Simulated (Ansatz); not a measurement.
Isomers of C2H7BrGe, relaxed with PBE0-D4/def2-TZVP in Ansatz; electronic energies, one conformer each and not always the lowest. Functionals use def2-TZVPP; CBS adds triple-zeta CCSD(T) − MP2 to the MP2 limit of def2-TZVPP and def2-QZVPP.

Outer-core shells of Br, Ge are correlated without core-valence functions. Scalar relativity is left out up to krypton. Spin–orbit coupling is left out.

**Question.** Order them by energy at frozen-core CCSD(T)/CBS, lowest first. (Estimate.)
A. `[CH3][GeH2][CH2]Br`
B. `C[CH]([GeH3])Br`
C. `[CH3][GeH]([CH3])[Br]`

**Answer.** C (0.0 kJ/mol), A (157.2 kJ/mol), B (185.2 kJ/mol).

**Question.** How do HF/CBS(def2), PBE0-D4, PBE-D4, r2SCAN-D4 place them (kJ/mol, against `[CH3][GeH]([CH3])[Br]`)? (An estimate is asked.)

**Answer.** The calculation gave: 
```csv
isomer,HF/CBS(def2),PBE0-D4,PBE-D4,r2SCAN-D4
`C[CH]([GeH3])Br`,201.9,189.4,182.1,191.3
`[CH3][GeH2][CH2]Br`,171.3,160.8,154.8,162.6
```
